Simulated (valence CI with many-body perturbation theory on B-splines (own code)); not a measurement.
## Hyperfine factors and g values of Ag XXV

Calculated by valence CI with perturbative core correlation (CI+MBPT): five valence electrons over a frozen Dirac-Fock core [Ar], a basis of 7 s, 7 p, 8 d, 6 f, 4 g, 1 h functions for each j, with the one-electron correlation potential Σ1 (screened to all orders), the two-electron term Σ2, the three-electron term Σ3, Breit, model QED; selected single and double excitations, second order for the rest, scaled by the run's own slope (own B-spline code, finite nucleus).

No measured spectrum was set against this ion. As an estimate, terms of the open shell hold to 2 to 4 % of their energy, and close levels can change places. Only levels of the ground parity were solved; by the run's estimate the other parity begins above the list, which can be wrong where configurations are misplaced.

A/g_I is the dipole constant over the nuclear g factor μ/I (μ in nuclear magnetons, uniformly magnetised nucleus), B/Q the quadrupole constant per barn. Both hold the static response of the core; the bare values leave it out. Large factors of s and p1/2 electrons are usually good to 5 to 10 %; those of open d and f shells near neutrality can be off by tens of per cent, and small factors of p3/2, d and f electrons come from cancelling terms and can be off by a factor of two or in sign, in half-filled shells by more. B is blank for J = 1/2, where it vanishes, and for nearly pure S terms. Energies count from the lowest level.

Names give the largest LS component (configuration and term), which can be under half, so a name can repeat, a term be missing and a line seem to break the LS rules; names also repeat where a configuration has a term twice. Letters in brackets count levels of one name in rising energy.

```
         Level  E (cm⁻¹)      g  A/g_I (MHz)  A/g_I bare  B/Q (MHz/b)  B/Q bare
    3d⁵ ⁶S_5/2         0  1.921         3.11         815          780       790
3d⁵ ⁴G_5/2 [a]     85871  1.057         7410        7510        10500     10700
    3d⁵ ⁴G_7/2    114120  1.083         8370        8490         8550      8740
    3d⁵ ⁴P_3/2    118060  1.387         7900        8260         8580      8770
   3d⁵ ⁴G_11/2    118140  1.217         8980        9200        -48.9     -54.0
3d⁵ ⁴G_5/2 [b]    123230  1.059         7480        7580         3970      4060
    3d⁵ ⁴G_9/2    125290  1.165         8370        8550         6880      7040
    3d⁵ ⁴P_1/2    134250  1.915        -3400       -2580                       
    3d⁵ ⁴D_7/2    153040  1.298         6220        6510         2370      2410
    3d⁵ ⁴D_5/2    161130  1.271         7750        8020         -599      -614
   3d⁵ ²I_11/2    174140  0.998        10200       10200         1050      1070
    3d⁵ ⁴D_1/2    175230  0.690        18700       18500                       
    3d⁵ ⁴D_3/2    179350  1.302        10000       10300        -4990     -5110
3d⁵ ²F_7/2 [a]    182140  1.123         9990       10100       -10900    -11200
   3d⁵ ²I_13/2    190120  1.073        10200       10300        -30.8     -27.5
3d⁵ ²G_9/2 [a]    190980  1.158         8330        8500         -686      -714
    3d⁵ ⁴F_3/2    191000  0.733        13900       13700         -544      -552
3d⁵ ²F_5/2 [a]    200900  1.052         8900        8990          832       860
    3d⁵ ⁴F_5/2    222710  1.093         8790        8910        -8400     -8590
    3d⁵ ²H_9/2    223390  1.095         9410        9530         1540      1580
3d⁵ ²G_7/2 [a]    232620  1.014        11700       11800          120       117
3d⁵ ²D_3/2 [a]    243700  0.680        15700       15400        -1200     -1220
3d⁵ ²F_5/2 [b]    245220  1.010         8190        8240         2380      2430
3d⁵ ²F_7/2 [b]    247930  1.095         9750        9870        -3120     -3190
    3d⁵ ⁴F_7/2    264760  1.159         8850        9020        -8080     -8260
   3d⁵ ²H_11/2    265530  1.061         9990       10100        -1060     -1070
    3d⁵ ²S_1/2    268260  1.947        -2000       -1160                       
3d⁵ ²G_9/2 [b]    270180  1.094         9230        9350         2130      2180
3d⁵ ²D_5/2 [a]    294310  1.074         9160        9270         2090      2140
3d⁵ ²D_3/2 [b]    299520  0.822        11700       11600        -6600     -6750
3d⁵ ²D_5/2 [b]    324860  1.124         7970        8120        -5050     -5160
3d⁵ ²G_9/2 [c]    333190  1.108         9080        9210        -9850    -10100
3d⁵ ²G_7/2 [b]    345180  0.919        11900       11900        11100     11300
    3d⁵ ²P_3/2    382290  1.235         8700        8930        -9330     -9550
    3d⁵ ²P_1/2    404410  0.771          681         575                       
3d⁵ ²D_5/2 [c]    433960  1.193         7140        7340        -6530     -6680
3d⁵ ²D_3/2 [c]    448220  0.882        15800       15800        14100     14400
```

(1) Take the isotope of mass number 107, with I = 1/2, μ = -0.11352 μN. What is the hyperfine structure of 3d⁵ ⁴G_11/2?

## Answers

(1) From the table A = -2040 MHz. Shifts from the centre of gravity in MHz: F = 5: 6630, F = 6: -5610.
